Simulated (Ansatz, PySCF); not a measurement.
C3F7, SMILES FC(F)(C(F)(F)[C](F)F)F (connectivity only; charge and spin as stated), charge +1, multiplicity 1.

Geometry: B3LYP-D3(BJ)/def2-SVP. A frequency run showed that this geometry is not a minimum. The spin state was assumed, not searched. The isomer is the one that the SMILES or the coordinates give; other isomers of the formula were not compared. Other conformers were not sampled.

Vertical ionisation energy (IE) and electron affinity (EA) in eV. Rows of orbital energies are one-electron estimates. Where ΔSCF, EOM or ADC give a negative EA the extra electron is unbound and the value depends on the basis.

| level | IE | EA |
|---|---|---|
| −ε(HOMO), −ε(LUMO), PBE0/def2-SVP (PySCF) | 16.44 | 11.08 |
| ΔSCF, PBE0/def2-SVPD (Ansatz), final states of multiplicity 2 and 2 | 18.96 | 8.59 |

Question: What vertical singlet–triplet gap does ΔSCF give with PBE0/def2-SVPD (Ansatz, a program for electronic structure)? (The exact figures need the calculation; the answer reports its results.)

Answer: 4.19 eV (triplet above singlet where positive).
